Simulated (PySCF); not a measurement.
## From computed data to an observable: oscillator strength and radiative lifetime

C2H5ClOSi2, SMILES O[SiH2]C#C[SiH2]Cl.

Geometry optimised at B3LYP-D3(BJ)/def2-SVP. This is a generated structure with no PubChem entry under its InChIKey; it may be hypothetical. The values are those of a single conformer.

PySCF 2.14.0 with TDDFT-PBE/def2-SVPD puts the first singlet state with f over 0.02 at 5.78 eV (vertical), with the transition dipole (0.401, -0.035, -0.040) in atomic units.

Question: Find the oscillator strength, the wavelength and the radiative lifetime that this transition would have in vacuum if emission retraced absorption.

Answer: 
|μ|² = 0.1636 au, so |μ| = 1.03 D. ΔE = 5.78/27.211 = 0.2124 hartree. f = (2/3) ΔE |μ|² = 0.023 (the program prints 0.023).
λ = 1239.84/5.78 = 215 nm; ν = 46619 cm⁻¹.
Einstein's coefficient A = 0.6670 ν² f s⁻¹ (ν in cm⁻¹) = 3.4e7 s⁻¹, so τ = 1/A = 30 ns. This state is S6; the lower singlets have f = 0.003, 0.016, 0.011, 0.019, 0.012. The figure is the radiative limit of this one transition; relaxation, internal conversion, crossing to triplets and a medium change what is measured.
